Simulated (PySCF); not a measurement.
C3H4F2O, SMILES O[C@H]1CC1(F)F. Atoms are numbered in the order given.

```xyz
10

O      1.8282    -0.6106     0.3351
C      0.5935    -0.7829    -0.2642
C     -0.6702    -1.0073     0.6008
C     -0.4498     0.2631    -0.1300
F     -1.2323     0.6072    -1.1655
F     -0.1042     1.3650     0.5808
H      1.8880     0.3044     0.6455
H      0.6326    -1.3312    -1.2128
H     -1.4351    -1.6918     0.2248
H     -0.5237    -0.9834     1.6843
```

Geometry: B3LYP-D3(BJ)/def2-SVP. One conformer was computed; it need not be the lowest.

The numbers are results of PBE/def2-TZVP in PySCF, not measurements.

ESP charges are fitted to the potential on shells at 1.4 to 2.0 van der Waals radii. Atomic charges (e):

```tsv
atom	Löwdin	ESP fit	meta-Löwdin
O1	0.04	-0.52	-0.49
C2	-0.32	0.08	0.06
C3	-0.19	-0.30	-0.31
C4	-0.55	0.20	0.50
F5	0.21	-0.15	-0.26
F6	0.19	-0.14	-0.27
H7	0.18	0.39	0.34
H8	0.15	0.13	0.13
H9	0.14	0.14	0.14
H10	0.15	0.16	0.15
```

Computed Mayer and Wiberg (Löwdin basis) orders of the bonds:
```tsv
bond	Mayer	Wiberg
O1–C2	1.13	1.66
C2–C3	0.86	1.18
C2–C4	0.98	1.20
C3–C4	0.99	1.26
C4–F5	1.15	1.76
C4–F6	1.11	1.70
O1–H7	0.88	0.99
C2–H8	0.94	0.83
C3–H9	0.92	0.86
C3–H10	0.92	0.85
```
